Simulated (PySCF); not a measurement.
**NMR data sheet: C6H6FNSi**

```yaml
Formula: C6H6FNSi
SMILES: N#CC1=CC[SiH2]/C1=C\F
Point_group_of_the_computed_structure: Cs
Degrees_of_unsaturation: 5
Carbon_signals: 6
Proton_signals: 4
```

Numbering as in the mapped SMILES `[N:1]#[C:2][C:3]1=[CH:4][CH2:5][SiH2:6]/[C:7]1=[CH:8]\[F:9]`; H(Xn) means a hydrogen on atom n.

Theory: GFN2-xTB geometry, NMR shieldings at PBE0/pcSseg-1/GIAO, in PySCF (one averaged value for each set of equivalent atoms, no relativistic terms, isolated molecule, one conformer).

References, each an isolated molecule treated in the same way: 1H (31.72 ppm) and 13C (186.93 ppm) and 29Si (349.16 ppm) vs TMS; CFCl3 for 19F (170.95 ppm); NH3 for 15N (267.73 ppm).

```tsv
carbon	δC, type	δH (multiplicity)	HMBC from (2–3 bonds)	span of the C tensor (ppm)
C2	119.8, C	–	H(C4)	346
C3	121.6, C	–	H(C8), H(C4), H(Si6), H(C5)	172
C4	161.1, CH	6.98 (t)	H(Si6), H(C5)	224
C5	17.4, CH2	1.94 (m)	H(C4), H(Si6)	36
C7	122.2, C	–	H(C8), H(C4), H(Si6), H(C5)	166
C8	170.1, CH	7.94 (m)	H(Si6)	156
```

Other nuclei:
| atoms | nucleus | environment | δ (ppm) | σ (ppm) |
| --- | --- | --- | --- | --- |
| H(Si6) | 1H | hydrogen on a silicon bonded to 2 C, in a 5-membered ring | 4.85 | 26.87 |
| F9 | 19F | vinylic fluorine | -100.0 | 270.9 |
| Si6 | 29Si | silicon bonded to 2 C, 2 H, in a 5-membered ring | -44.4 | 393.5 |
| N1 | 15N | nitrile nitrogen | 322.2 | -54.5 |

- Carbon types of the structure: 3 × C, 2 × CH, 1 × CH2, leaving 2 H on heteroatoms.
- δC 170.1, 161.1: alkene CH.
- δC 122.2, 121.6: fully substituted alkene carbon; an sp2 carbon of a C=C bond.
- δC 119.8: nitrile carbon; C≡N carbons fall here, among the sp2 signals but without a proton.
- δH 7.94, 6.98: hydrogen on an alkene CH; a vinylic proton, deshielded by the sp2 carbon and the C=C anisotropy.
- δH 1.94: hydrogen on an allylic sp3 CH2 bonded to Si; allylic position.

Splittings by 19F in the carbon and heteronuclear signals aren't shown, as no couplings were computed. Shifts are as computed. Against solution values, carbons near 30 ppm lie about +3 ppm off and those near 130 ppm about +5 ppm. Of 1309 compounds with measured shifts, 239 miss one by over three times the rms of a fit or turn the order of signals round; such compounds aren't used in these exercises. Unscaled 19F shifts against computed CFCl3 carry errors that often reach 10 to 50 ppm. Experimental scales use liquid or dissolved standards, which lie at an offset from isolated NH3 (liquid NH3: subtract about 20 ppm). Unscaled 15N shifts of sp2 nitrogen come out 20 to 40 ppm too high even then. No couplings were computed; multiplicities are counted from neighbouring protons, with m where these are inequivalent, close in shift, in a saturated or five-membered ring or joined by F or P, and br s for small geminal =CH2 splittings.
